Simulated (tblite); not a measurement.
H$_{12}$Si$_{5}$, charge -1, doublet, at a GFN2-xTB geometry (a state made from the parent by changing its charge; the spin is typed, not shown lowest); tblite 0.6.0 with GFN1-xTB with ALPB(water).

The tblite input:
```
$ tblite run mol.xyz --method gfn1 --charge -1 --spin 1 --alpb water --json tblite.json --no-restart

# file mol.xyz
17

Si    -0.79113967    -0.67083817    -2.31540756
Si     0.19362179    -0.18379725    -0.15594283
Si     0.03425317     2.14107415    -0.10250667
Si    -1.53684297    -0.71472711     1.31269122
Si     2.13282393    -0.60276782     1.23481619
H     -2.02683165    -0.36924165    -3.10604988
H     -0.79623747    -2.15281036    -2.44559852
H      0.22542324    -0.24925937    -3.31670976
H      0.24194744     2.78267994     1.21014527
H     -1.26729931     2.70344548    -0.51254686
H      0.98178877     2.87073092    -0.96683123
H     -2.88861689    -0.27030488     0.92148006
H     -1.73840381    -2.15250721     1.57620834
H     -1.41590528    -0.15638911     2.67359757
H      2.23230566    -2.08376215     1.33725698
H      3.31962754    -0.24254063     0.41326230
H      2.67417422    -0.24525417     2.58468073
```

It wrote (shortened):

```
xTB calculator
 | screened Coulomb repulsion
 | Coulomb electrostatics
 |  * isotropic Klopman-Ohno-Mataga-Nishimoto electrostatics
 |  * onsite third-order electrostatics
 | DFT-D3(BJ) dispersion correction
 | Interactions (3)
 | [1] alpb/gbsa reaction field model
 | [2] cds contribution to solvation
 | [3] empirical free energy shift and standard state/solvent correction

halogen bonding energy    0.0000000000000E+00 Eh
repulsion energy          1.2244590923158E-01 Eh
dispersion energy        -8.6406875398553E-03 Eh
interaction energy        1.0479412494285E-03 Eh
number of electrons       3.3000000000000E+01 e
integral cutoff           2.8146159136829E+01 bohr

------------------------------------------------------------
  cycle        total energy    energy error   density error
------------------------------------------------------------
      1     -15.95649628646  -1.6071349E+01   3.3041783E-01
      2     -15.98162949446  -2.5133208E-02   1.9103095E-01
      3     -15.98289565430  -1.2661598E-03   2.8494964E-02
      4     -15.98368730022  -7.9164592E-04   6.1954918E-03
      5     -15.98371058469  -2.3284470E-05   3.5242924E-03
      6     -15.98371387627  -3.2915768E-06   1.7544637E-03
      7     -15.98371599559  -2.1193181E-06   7.2883912E-04
      8     -15.98371643218  -4.3658921E-07   7.8270978E-05
      9     -15.98371643616  -3.9773909E-09   2.7031127E-05
     10     -15.98371643714  -9.8675912E-10   8.1008327E-06
------------------------------------------------------------

electronic energy        -1.6098569600084E+01 Eh
total energy             -1.5983716437143E+01 Eh

Post processing:
 | Mayer-Wiberg bond orders

[Info] JSON dump of results written to 'tblite.json'
```
